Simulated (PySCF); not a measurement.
# Structure elucidation problem

Molecular formula: C5H11NO. Simulated spectra:

¹H NMR (300 MHz, computed): δ 4.61 (m, 1H), 4.43 (br, 1H), 1.82 (s, 3H), 1.01 (d, 6H).

¹³C{¹H} NMR (computed): δ 176.8 (C), 42.2 (CH), 26.1 (CH3), 25.1 (CH3).

PySCF 2.14.0 with density-fitted response routines calculation with structure optimised with PBE0-D3(BJ)/def2-TZVP and GIAO wB97X-D/pcSseg-2 shieldings; non-relativistic Hamiltonian, averaged over atoms made equivalent by symmetry, fast rotation or ring inversion, gas phase, a single conformation.

Chemical shifts δ = σref − σ; ¹H (σref 31.63), ¹³C (σref 186.29) vs TMS, all at this level.

What is the structure?

## Answers


Rings plus π bonds: 1 (no ring in the answer). 4 carbon signals for 5 carbons: some carbons are equivalent by symmetry or fast rotation. Carbon types of the structure: 1 × C, 1 × CH, 3 × CH3, leaving 1 H on heteroatoms. δC 176.8: amide carbonyl carbon; lone-pair donation from the attached heteroatom keeps it upfield of a ketone carbonyl. δC 42.2: sp3 CH bonded to N; pulled downfield by the heteroatom. δC 26.1: methyl carbon; aliphatic region, no heteroatom directly attached. δC 25.1: methyl carbon α to a carbonyl; α to the electron-withdrawing carbonyl group. δH 4.61: hydrogen on an sp3 CH bonded to N; its carbon carries N, which withdraws density. δH 4.43: hydrogen on an amide-type nitrogen; labile proton, position sensitive to the medium. δH 1.82: hydrogen on a methyl carbon α to a carbonyl; α to C=O.

Structure: SMILES CC(=O)NC(C)C.

This is the structure that produced the data.

OH and NH positions are those of a molecule without intermolecular hydrogen bonds; in solution they move with solvent, concentration and temperature, and exchange usually removes their couplings. Amide-type NH protons are broadened by 14N but still split neighbouring CH signals. Shifts are as computed. Against solution values, carbons near 30 ppm lie about +3 ppm off and those near 130 ppm about +10 ppm. Of 1211 compounds with measured shifts, 218 miss one by over three times the rms of a fit or turn the order of signals round; such compounds aren't used in these exercises. Hydrogen bonding in solution deshields acid and N–H amide carbonyl carbons by as much as 10 ppm beyond these values. No couplings were computed; multiplicities are counted from neighbouring protons, with m where these are inequivalent, close in shift, in a saturated or five-membered ring or joined by F or P, and br s for small geminal =CH2 splittings.
